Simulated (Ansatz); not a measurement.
N-butylpyridinium bromide, `CCCC[n+]1ccccc1.[Br-]`. Charge 0, multiplicity 3. Geometry r2SCAN-D4/def2-SVP, that of the neutral singlet; atoms count from 1.

Cartesian coordinates in Å:
```
C 2.1232 -3.1216 -0.7667
C 0.7311 -2.5168 -0.9062
C 0.6737 -1.0666 -0.4313
C -0.7229 -0.4746 -0.5987
N -0.8523 0.8771 -0.0357
C -1.5244 1.0492 1.1499
C -1.7157 2.3823 1.6152
C -1.0520 3.4254 1.0199
C -0.2057 3.1738 -0.0950
C -0.1332 1.8985 -0.5908
H 2.8632 -2.5644 -1.3644
H 2.1432 -4.1694 -1.1034
H 2.4597 -3.0983 0.2819
H 0.3977 -2.5802 -1.9597
H 0.0076 -3.1142 -0.3215
H 1.4063 -0.4624 -0.9973
H 0.9489 -0.9969 0.6350
H -1.0123 -0.4308 -1.6633
H -1.4593 -1.1051 -0.0793
H -2.2368 0.2657 1.3987
H -2.3536 2.5251 2.4893
H -1.1716 4.4441 1.3975
H 0.3608 3.9727 -0.5760
H 0.4653 1.6343 -1.4652
Br -0.1407 0.0530 2.9669
```

At PBE0-D4/def2-TZVP a singlet of charge 0 lies 2.50 eV below the triplet at the same geometry.

Problem. Estimate the Mulliken populations from the PBE0/def2-TZVP orbitals of Ansatz.

Solution. 
```json
{"atom": "C1", "charge (e)": "-0.37", "spin (α − β)": "0.00"}
{"atom": "C2", "charge (e)": "-0.17", "spin (α − β)": "0.00"}
{"atom": "C3", "charge (e)": "-0.23", "spin (α − β)": "0.01"}
{"atom": "C4", "charge (e)": "-0.16", "spin (α − β)": "-0.02"}
{"atom": "N5", "charge (e)": "0.09", "spin (α − β)": "0.28"}
{"atom": "C6", "charge (e)": "-0.17", "spin (α − β)": "0.17"}
{"atom": "C7", "charge (e)": "-0.05", "spin (α − β)": "0.20"}
{"atom": "C8", "charge (e)": "-0.23", "spin (α − β)": "0.43"}
{"atom": "C9", "charge (e)": "-0.08", "spin (α − β)": "0.02"}
{"atom": "C10", "charge (e)": "-0.13", "spin (α − β)": "0.30"}
{"atom": "H11", "charge (e)": "0.11", "spin (α − β)": "0.00"}
{"atom": "H12", "charge (e)": "0.13", "spin (α − β)": "0.00"}
{"atom": "H13", "charge (e)": "0.13", "spin (α − β)": "0.00"}
{"atom": "H14", "charge (e)": "0.09", "spin (α − β)": "0.00"}
{"atom": "H15", "charge (e)": "0.11", "spin (α − β)": "0.00"}
{"atom": "H16", "charge (e)": "0.09", "spin (α − β)": "0.00"}
{"atom": "H17", "charge (e)": "0.14", "spin (α − β)": "0.00"}
{"atom": "H18", "charge (e)": "0.13", "spin (α − β)": "0.02"}
{"atom": "H19", "charge (e)": "0.12", "spin (α − β)": "0.00"}
{"atom": "H20", "charge (e)": "0.17", "spin (α − β)": "0.01"}
{"atom": "H21", "charge (e)": "0.14", "spin (α − β)": "-0.01"}
{"atom": "H22", "charge (e)": "0.12", "spin (α − β)": "-0.03"}
{"atom": "H23", "charge (e)": "0.14", "spin (α − β)": "0.00"}
{"atom": "H24", "charge (e)": "0.14", "spin (α − β)": "-0.02"}
{"atom": "Br25", "charge (e)": "-0.27", "spin (α − β)": "0.65"}
```
Mulliken values depend strongly on the basis.

Problem. Where does the spin sit?

Solution. Summed by element: C 1.11, N 0.28, H -0.03, Br 0.65, of 2 unpaired in all. Largest on single atoms: Br25 0.65, C8 0.43, C10 0.30.

Problem. And the Mayer bond orders between heavy atoms (over 0.3)?

Solution. C1–C2 1.01 (1.52 Å); C2–C3 1.00 (1.53 Å); C3–C4 1.01 (1.53 Å); C4–N5 0.92 (1.47 Å); N5–C6 1.09 (1.37 Å); N5–C10 1.16 (1.37 Å); C6–C7 1.46 (1.42 Å); C6–Br25 0.33 (2.49 Å); C7–C8 1.30 (1.37 Å); C8–C9 1.34 (1.42 Å); C9–C10 1.54 (1.37 Å).
